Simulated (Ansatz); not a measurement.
`OBCCCl` + H₂O → `OBCO` + `CCl`  (formal hydrolysis of a C–C bond)

Program: Ansatz. Geometries: PBE0-D4/def2-TZVP. ΔE: electronic, gas phase. CCSD(T)/CBS adds triple-zeta CCSD(T) − MP2 to the extrapolated MP2 energy (def2 sets, frozen cores). This one scheme is used for every species. Functionals use def2-TZVPP. B3LYP here is the variant with VWN-RPA as its local correlation; programs differ in this. Each species was taken in one conformer, which may not be the lowest.

```csv
level,ΔE (kJ/mol),difference from CCSD(T)/CBS
PBE0-D4,59.5,-7.7
B3LYP-D4,55.3,-11.9
ωB97X-V,56.1,-11.1
ωB97M-V,59.5,-7.7
B2PLYP,56.6,-10.6
HF/def2-TZVPP,48.9,-18.3
MP2/def2-TZVPP,72.6,5.4
CCSD/def2-TZVPP,62.9,-4.3
CCSD(T)/def2-TZVPP,64.8,-2.4
CCSD/CBS(def2),65.2,-2.0
CCSD(T)/CBS,67.2,0
```

Largest T1 diagnostic among the species: 0.012.

From PBE to PBE0 (25 % exact exchange), in def2-TZVPP and without D4, ΔE moves by +3.1 kJ/mol. The D4 term adds +7.1 kJ/mol with B3LYP and +4.1 kJ/mol with PBE0; it sums over pairs of atoms, weighted by their polarisabilities, and B3LYP, whose exchange is more repulsive, gets the larger term. In def2-TZVPP, CCSD(T) changes the Hartree–Fock value by +15.9 kJ/mol (the triples alone add +1.9 kJ/mol) and MP2 by +23.7 kJ/mol.
